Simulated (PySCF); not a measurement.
**Radial density of Ge⁺ (germanium, charge +1)**

PBE, [Ar] 3d10 4s2 4p1, 2P determinant. Calculation: PySCF 2.14, in aug-cc-pVDZ-DK (6s5p3d, 36 functions); the spin-free X2C one-electron Hamiltonian (Gaussian nucleus).

```tsv
r (bohr)	4πr²ρ (e/bohr)	4πr²(ρα − ρβ)
0.000627	0.1921	0.0000
0.00105	0.4965	0.0000
0.00177	1.198	0.0000
0.00298	2.845	0.0000
0.00502	6.491	0.0000
0.00844	13.70	0.0000
0.0142	25.19	0.0002
0.0239	36.87	0.0011
0.0402	38.10	0.0052
0.0676	31.53	0.0163
0.114	41.23	0.0248
0.191	40.49	0.0012
0.322	22.53	0.0186
0.541	28.83	0.0500
0.910	12.63	0.0062
1.53	2.930	0.3251
2.57	1.117	0.4112
4.33	0.1085	0.0744
7.28	0.001104	0.0010
```

Densities and radii are taken from the X2C orbitals without a picture-change correction, which distorts them close to the nucleus.
